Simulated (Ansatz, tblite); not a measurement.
Forces on SiHMe2(OSiMe3) (C5H16OSi2) at its r2SCAN-D4/def2-SVP geometry. The state is a singlet with charge 0.

The xTB rows come from tblite.

GFN1-xTB (tblite), largest force 1.06 eV/Å:

```xyz
24
positions Å, forces eV/Å
Si    1.135    0.903   -1.050    0.199   -1.040   -0.017
H     2.179   -0.170   -1.176   -0.552    0.474    0.078
C     0.750    1.608   -2.738   -0.066    0.131   -0.383
H     1.644    2.058   -3.200   -0.328   -0.034   -0.089
H    -0.025    2.389   -2.663    0.153   -0.112   -0.253
H     0.374    0.826   -3.417    0.043    0.309   -0.045
C     1.763    2.234    0.110    0.163    0.252    0.245
H     2.677    2.709   -0.284   -0.210    0.033    0.264
H     2.001    1.822    1.104    0.000    0.292   -0.131
H     1.003    3.022    0.246    0.291   -0.041    0.120
O    -0.263    0.237   -0.438    0.700   -0.317    0.246
Si   -0.806   -0.924    0.637   -0.024    0.553   -0.478
C    -0.481   -2.622   -0.091    0.089   -0.470   -0.197
C    -2.641   -0.638    0.865   -0.539    0.085    0.064
C     0.108   -0.728    2.267    0.233    0.011    0.463
H    -0.845   -3.424    0.573    0.147    0.050   -0.297
H     0.598   -2.786   -0.252   -0.270   -0.161   -0.051
H    -0.985   -2.736   -1.064    0.189   -0.182    0.182
H    -3.171   -0.711   -0.098   -0.095    0.058    0.295
H    -3.085   -1.377    1.552   -0.099    0.267   -0.183
H    -2.836    0.366    1.277   -0.185   -0.240   -0.085
H     1.192   -0.882    2.138   -0.212    0.092    0.223
H    -0.042    0.281    2.687    0.166   -0.266    0.070
H    -0.242   -1.457    3.016    0.207    0.256   -0.039
```

GFN2-xTB (tblite), largest force 1.33 eV/Å:

```
Si -0.316 -1.218 0.436
H -0.351 0.264 0.063
C -0.324 0.312 -0.795
H -0.474 -0.217 0.217
H 0.354 -0.334 -0.167
H 0.162 0.433 0.246
C 0.268 0.618 0.571
H -0.463 -0.192 0.235
H -0.111 0.265 -0.445
H 0.414 -0.302 0.014
O 0.562 -0.236 0.166
Si 0.514 0.836 -0.725
C 0.189 -0.876 -0.397
C -0.992 0.258 0.036
C 0.473 0.070 0.839
H 0.189 0.358 -0.368
H -0.527 0.023 0.037
H 0.277 -0.024 0.450
H 0.158 0.055 0.497
H 0.203 0.389 -0.353
H -0.008 -0.486 -0.193
H -0.514 0.111 0.106
H 0.124 -0.494 -0.148
H 0.197 0.389 -0.323
```

PBE-D4/def2-TZVP (Ansatz), largest force 0.33 eV/Å:

```
Si -0.248 -0.109 0.156
H 0.019 -0.022 -0.003
C -0.066 0.024 -0.115
H -0.039 -0.028 0.041
H 0.053 -0.044 -0.003
H 0.029 0.044 0.044
C 0.034 0.075 0.098
H -0.052 -0.032 0.008
H -0.021 0.015 -0.073
H 0.051 -0.051 -0.017
O 0.098 -0.068 0.042
Si 0.177 0.203 -0.183
C 0.028 -0.116 -0.062
C -0.137 0.053 -0.010
C 0.066 0.012 0.117
H 0.015 0.055 -0.029
H -0.064 0.022 0.013
H 0.026 0.012 0.065
H 0.032 -0.003 0.056
H 0.042 0.035 -0.038
H 0.016 -0.060 -0.019
H -0.075 0.010 -0.004
H 0.004 -0.064 -0.035
H 0.011 0.038 -0.052
```
